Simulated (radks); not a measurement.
The numbers below are computed, except where a source is named.
Species: neutral thallium. Configuration: [Hg] 6p1 (the NIST ground configuration). Code: a radial shooting solver on a logarithmic mesh with Libxc functionals. Model: Dirac Kohn-Sham, Slater X-alpha with alpha = 0.565, spin-unpolarised, spherical densities, point nucleus; open shells fill j = l - 1/2 first.

Unscreened Slater integrals over Kohn-Sham orbitals (hartree). Large and small components are both included. Empty in this configuration: 6p3/2.

integral,value
"F0(6p1/2,6p1/2)",0.24140
"F0(6p1/2,6s1/2)",0.28243
"G1(6p1/2,6s1/2)",0.16683
"F0(6p1/2,5d5/2)",0.31302
"G3(6p1/2,5d5/2)",0.035209
"F0(6p1/2,5d3/2)",0.31445
"G1(6p1/2,5d3/2)",0.041871
"F0(6p1/2,6p3/2)",0.21359
"G2(6p1/2,6p3/2)",0.10139
"F0(6s1/2,6s1/2)",0.35308
"F0(6s1/2,5d5/2)",0.42355
"G2(6s1/2,5d5/2)",0.098313
"F0(6s1/2,5d3/2)",0.42708
"G2(6s1/2,5d3/2)",0.088931
"F0(6s1/2,6p3/2)",0.24086
"G1(6s1/2,6p3/2)",0.11251
"F0(5d5/2,5d5/2)",0.62673
"F2(5d5/2,5d5/2)",0.32039
"F4(5d5/2,5d5/2)",0.21117
"F0(5d5/2,5d3/2)",0.64022
"F2(5d5/2,5d3/2)",0.32755
"G2(5d5/2,5d3/2)",0.32698
"G4(5d5/2,5d3/2)",0.21583
"F0(5d5/2,6p3/2)",0.25817
"F2(5d5/2,6p3/2)",0.059257
"G1(5d5/2,6p3/2)",0.024290
"G3(5d5/2,6p3/2)",0.018556
"F0(5d3/2,5d3/2)",0.65464
"F2(5d3/2,5d3/2)",0.33596
"F0(5d3/2,6p3/2)",0.25897
"F2(5d3/2,6p3/2)",0.056215
"G1(5d3/2,6p3/2)",0.020364
"G3(5d3/2,6p3/2)",0.016152
"F0(6p3/2,6p3/2)",0.19329
"F2(6p3/2,6p3/2)",0.094833
